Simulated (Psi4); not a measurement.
**SnF2 (SMILES [F][Sn][F]): methods side by side**

SnF2 has 3 atoms, charge 0, and is taken as a singlet. As SMILES, `[F][Sn][F]`. Geometry: optimised at PBE0/def2-TZVP.

```xyz
3

F    -1.3470    0.3132   -0.6330
Sn    0.3322    0.7277    0.2287
F     0.9193   -1.1039    0.4153
```

Quantity: the HOMO–LUMO gap, in eV. The values are calculated.

| level | kind | program | value (eV) | CPU time |
| --- | --- | --- | --- | --- |
| PBE-D4/def2-TZVPP (density fitting, core potential) | GGA | Psi4 | 4.02 | 29 s |
| r2SCAN-D4/def2-TZVPP (density fitting, core potential) | meta-GGA | Psi4 | 4.42 | 63 s |
| B3LYP-D4/def2-TZVPP (density fitting, core potential) | global hybrid | Psi4 | 5.53 | 25 s |
| PBE0-D4/def2-TZVPP (density fitting, core potential) | global hybrid | Psi4 | 5.94 | 29 s |
| wB97M-V/def2-TZVPP (density fitting, core potential) | range-separated hybrid | Psi4 | 9.94 | 59 s |

The values span 4.02 to 9.94 eV. Orbital gaps aren't excitation energies; they tend to grow with the share of exact exchange. CPU times are rough (shared hosts, several kinds of processor and program).
